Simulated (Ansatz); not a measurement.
Born–Oppenheimer molecular dynamics of Cl2FH3OSiTi (9 atoms, charge 0, multiplicity 1). It starts from a relaxed structure.

All numbers below come from RKS PBE/def2-SVP (Ansatz 0.2.0).

* ensemble: NVE (Milne-controlled integrator)
* time step: 0.5 fs
* steps asked: 500
* starting velocities drawn for: 200 K
* masses: H 10 u
* seed: 888879

First frame:

```xyz
9
Properties=species:S:1:pos:R:3
Ti 0.055 0.120 0.133
Cl 0.578 0.736 2.178
F 1.515 -0.192 -0.771
Cl -1.115 1.689 -0.867
O -0.898 -1.355 0.205
Si -1.880 -2.730 0.358
H -1.869 -3.160 1.795
H -3.271 -2.368 -0.074
H -1.321 -3.812 -0.518
```

(1) How far do the bonds stretch over the last three quarters of this one trajectory? (Pairs bonded in most of those frames.)

Results:

(1) 
```
   bond  mean (Å)  spread (Å)  shortest  longest
Ti1–Cl2     2.202       0.018      2.18     2.24
 Ti1–F3     1.751       0.034      1.70     1.80
Ti1–Cl4     2.204       0.020      2.17     2.24
 Ti1–O5     1.760       0.013      1.74     1.78
 O5–Si6     1.700       0.013      1.68     1.72
 Si6–H7     1.504       0.017      1.47     1.53
 Si6–H8     1.503       0.020      1.47     1.54
 Si6–H9     1.501       0.007      1.49     1.52
```

Mean temperature of the second half: 102 K. The conserved energy stayed within 0.00023 meV per atom of its start (net change 0 meV per atom), so the integration is sound. Over the second half the temperature averaged 0.51 of the 200 K drawn at the start: a run that starts near a minimum puts about half its kinetic energy into the potential. A run of 0.25 ps of so small a system gives no equilibrium averages.

Time of the run: 16 min on 4 threads of Arm Neoverse V1, with other jobs on the host, peak memory 0.26 GiB.
